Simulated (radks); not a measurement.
Results of a calculation; reference values are marked as such.
Valence configurations of the technetium ion Tc3+ (all share [Kr]). Code: a radial shooting solver on a logarithmic mesh with Libxc functionals. Model: Dirac Kohn-Sham, PBE, spin-unpolarised, spherical densities, point nucleus; open shells fill j = l - 1/2 first. Energies are relative to 4d4; eigenvalues in eV.

valence	E (eV)	e(4d3/2)	e(5p1/2)	e(5s1/2)
4d4	0.000	-35.259	-	-
4d3 5s1	8.441	-38.883	-	-29.521
4d3.5 5s0.5	3.992	-37.054	-	-28.617
4d2 5s2	18.747	-42.611	-	-31.344
4d1 5s2 5p1	38.039	-47.235	-26.577	-33.622
4d3.5 5p0.5	7.091	-37.508	-22.701	-
4d3 5p1	14.812	-39.774	-23.697	-
4d1 5s1 5p2	45.101	-48.053	-27.028	-34.108
4d2 5s1 5p1	25.444	-43.474	-25.164	-31.879

NIST lists [Kr] 4d4 as the ground configuration; this level of theory agrees among the configurations tried. The energies are those of spherical spin-averaged densities, not of single terms.
